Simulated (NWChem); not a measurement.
Molecule: InH, singlet; SMILES [InH]

```xyz
2

In     0.0000     0.0000    -0.0141
H      0.0000     0.0000    -1.8774
```
Atoms are numbered in this order, from 1.

Low-valent species are run as closed-shell singlets; no triplet was tried in these runs. Geometry: optimised at PBE0/def2-SVP. def2 effective core potentials on In; no spin-orbit coupling.

 States above −ε(HOMO) = 5.6 eV lie in this functional's continuum and hang on the basis.

### Question
List the 4 lowest vertical singlet excitations from B3LYP/def2-SVPD with def2 effective core potentials on In, TDA (NWChem).

### Answer
| state | energy (eV) | oscillator strength | leading excitation (squared amplitude) |
|---|---|---|---|
| S1 | 2.80 | 0.034 | HOMO → LUMO (0.98) |
| S2 | 2.80 | 0.034 | HOMO → LUMO+1 (0.98) |
| S3 | 5.08 | 0.233 | HOMO → LUMO+2 (0.94) |
| S4 | 6.46 | 0.124 | HOMO → LUMO+4 (0.91) |
